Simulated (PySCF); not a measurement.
propylene glycol (C3H8O2), SMILES CC(O)CO.

The structure is a stationary point at PBE0-D3(BJ)/def2-SVP. The values are those of a single conformer.

Computed with HF/def2-TZVP in PySCF.

Isolated molecule, no solvent.

| Property | Result |
|---|---|
| total energy | -268.08341 hartree |
| highest occupied level | -11.67 eV |
| lowest empty level | 3.39 eV |
| orbital gap | 15.06 eV |
| dipole moment | 2.70 D |
| quadrupole, principal values (traceless, Buckingham form, about the centre of nuclear charge) | -7.29, 0.11, 7.18 D·Å |
| mean static polarisability | 43.2 bohr³ (6.41 Å³) |
| polarisability, principal values | 40.7, 43.2, 45.7 bohr³ |
